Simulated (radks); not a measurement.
The numbers below are computed, except where a source is named.
The indium ion In7+, configuration [Kr] 4d6. Level of theory: scalar-relativistic Kohn-Sham, LB94 model potential, spin-polarised, spherical densities, finite nucleus; open shells are filled with parallel spins first (spin-orbit coupling, left out, can overturn this in heavy ions); Fermi nuclear charge, rms radius 4.6156 fm (a radial shooting solver on a logarithmic mesh with Libxc functionals).

X-ray form factor f0, the Fourier transform of the density (f0(0) = 42):

sin(theta)/lambda (1/angstrom),f0 (electrons)
0.05,41.697
0.1,40.817
0.15,39.436
0.2,37.669
0.25,35.648
0.3,33.506
0.4,29.296
0.5,25.653
0.6,22.764
0.8,18.792
1,16.015
1.25,13.049
1.5,10.491
2,7.118
